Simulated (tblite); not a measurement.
Compound: C4H7BFN.
Numbering: `[CH:1]#[N+:2][BH2-:3]/[CH:4]=[C:5](\[CH3:6])[F:7]` (hydrogens: H8 on C1; H9, H10 on B3; H11 on C4; H12, H13, H14 on C6)
Bond orders are those of one Lewis drawing.

Computed with GFN2-xTB (tblite), gas phase: L-BFGS steps from a force-field or distance-geometry start until the largest atomic force falls under 0.01 eV/Å.

Step 48: E = -570.0408 eV
```
atom  x, y, z in Å  |  force x, y, z in eV/Å
C1      1.6805   -1.5960   -0.6087    0.003  -0.002  -0.010
N2      1.5394   -0.4933   -0.3233    0.018   0.005  -0.012
B3      1.3230    0.9113   -0.0210    0.007   0.008   0.007
C4     -0.1976    1.2478   -0.4364    0.013  -0.016  -0.022
C5     -1.2707    0.5522   -0.1105    0.002   0.020   0.009
C6     -1.3905   -0.6800    0.7249   -0.002   0.003  -0.007
F7     -2.5007    0.9657   -0.5684   -0.010   0.003   0.003
H8      1.8182   -2.6040   -0.8776   -0.005  -0.011   0.007
H9      1.5347    1.0441    1.1437   -0.009  -0.011   0.005
H10     2.1126    1.4936   -0.6969   -0.011   0.005   0.023
H11    -0.3580    2.1262   -1.0472   -0.014  -0.012  -0.004
H12    -0.5595   -0.7491    1.4204    0.001   0.015  -0.007
H13    -1.4052   -1.5742    0.0997   -0.002  -0.008  -0.007
H14    -2.3269   -0.6447    1.2792    0.007   0.002   0.014
```

Step 49: E = -570.0409 eV
```
atom  x, y, z in Å  |  force x, y, z in eV/Å
C1      1.6821   -1.5956   -0.6101   -0.001   0.004  -0.009
N2      1.5395   -0.4932   -0.3240    0.018  -0.003  -0.015
B3      1.3218    0.9117   -0.0206    0.023  -0.018   0.004
C4     -0.1976    1.2475   -0.4376    0.003  -0.020  -0.017
C5     -1.2707    0.5524   -0.1105    0.003   0.018   0.005
C6     -1.3907   -0.6793    0.7258   -0.001   0.000  -0.005
F7     -2.5007    0.9650   -0.5689   -0.012   0.005   0.002
H8      1.8197   -2.6037   -0.8797   -0.005  -0.001   0.010
H9      1.5323    1.0419    1.1439   -0.008  -0.007   0.018
H10     2.1129    1.4936   -0.6942   -0.007   0.013   0.017
H11    -0.3570    2.1250   -1.0492   -0.021  -0.006  -0.009
H12    -0.5593   -0.7493    1.4209    0.001   0.019  -0.007
H13    -1.4063   -1.5741    0.1012   -0.005  -0.003  -0.006
H14    -2.3268   -0.6424    1.2808    0.010  -0.001   0.011
```

Step 50: E = -570.0411 eV
```
atom  x, y, z in Å  |  force x, y, z in eV/Å
C1      1.6838   -1.5952   -0.6118   -0.005   0.010  -0.008
N2      1.5400   -0.4930   -0.3252    0.018  -0.013  -0.016
B3      1.3205    0.9119   -0.0201    0.033  -0.044   0.000
C4     -0.1974    1.2468   -0.4394   -0.009  -0.020  -0.008
C5     -1.2707    0.5530   -0.1102    0.002   0.008  -0.003
C6     -1.3907   -0.6784    0.7266    0.000  -0.001  -0.001
F7     -2.5010    0.9643   -0.5692   -0.009   0.008   0.003
H8      1.8211   -2.6036   -0.8816   -0.004   0.010   0.012
H9      1.5290    1.0391    1.1445   -0.007  -0.003   0.032
H10     2.1132    1.4939   -0.6906    0.001   0.024   0.007
H11    -0.3563    2.1237   -1.0518   -0.024   0.000  -0.015
H12    -0.5588   -0.7491    1.4210    0.002   0.022  -0.008
H13    -1.4073   -1.5739    0.1027   -0.009   0.006  -0.002
H14    -2.3261   -0.6399    1.2830    0.013  -0.005   0.007
```

Step 51: E = -570.0414 eV
```
atom  x, y, z in Å  |  force x, y, z in eV/Å
C1      1.6868   -1.5947   -0.6152   -0.009   0.013  -0.006
N2      1.5411   -0.4929   -0.3274    0.016  -0.025  -0.017
B3      1.3189    0.9112   -0.0190    0.038  -0.064  -0.003
C4     -0.1973    1.2453   -0.4428   -0.023  -0.015   0.004
C5     -1.2710    0.5541   -0.1099   -0.002  -0.012  -0.016
C6     -1.3908   -0.6766    0.7283    0.000   0.000   0.004
F7     -2.5017    0.9632   -0.5701   -0.003   0.012   0.005
H8      1.8241   -2.6032   -0.8856   -0.003   0.019   0.013
H9      1.5230    1.0341    1.1463   -0.006  -0.001   0.044
H10     2.1135    1.4947   -0.6839    0.015   0.038  -0.005
H11    -0.3553    2.1211   -1.0567   -0.025   0.002  -0.020
H12    -0.5577   -0.7480    1.4213    0.003   0.024  -0.010
H13    -1.4096   -1.5735    0.1056   -0.014   0.021   0.004
H14    -2.3247   -0.6351    1.2871    0.014  -0.013   0.002
```

Question: Estimate the geometry and energy of step 52. (The exact step hangs on the optimiser's Hessian estimate; all steps are aligned on step 51, rigid shifts and turns removed.)

Answer: E = -570.0418 eV, largest force 0.078 eV/Å
```
atom  x, y, z in Å  |  force x, y, z in eV/Å
C1      1.6932   -1.5936   -0.6227   -0.015   0.014  -0.003
N2      1.5438   -0.4933   -0.3312    0.012  -0.035  -0.015
B3      1.3165    0.9085   -0.0162    0.035  -0.070  -0.004
C4     -0.1972    1.2420   -0.4488   -0.033  -0.005   0.020
C5     -1.2720    0.5553   -0.1101   -0.007  -0.040  -0.035
C6     -1.3917   -0.6730    0.7320    0.000   0.004   0.011
F7     -2.5028    0.9610   -0.5732    0.007   0.015   0.010
H8      1.8313   -2.6015   -0.8953    0.000   0.023   0.012
H9      1.5120    1.0249    1.1508   -0.006  -0.002   0.052
H10     2.1143    1.4965   -0.6711    0.031   0.054  -0.019
H11    -0.3538    2.1153   -1.0664   -0.023   0.000  -0.022
H12    -0.5562   -0.7449    1.4221    0.007   0.026  -0.013
H13    -1.4153   -1.5725    0.1125   -0.020   0.040   0.012
H14    -2.3226   -0.6252    1.2957    0.013  -0.024  -0.005
```

The energy changes by -0.0005 eV. The first-order estimate −F·Δx gives -0.0006 eV and the mean of the old and new forces, exact on a quadratic surface, -0.0005 eV. The step makes an angle of 82° with the force vector and moves no atom by more than 0.015 Å.

The cost below is that of the whole relaxation. On one thread of an Arm Neoverse N1, shared host, this took 0.63 s.
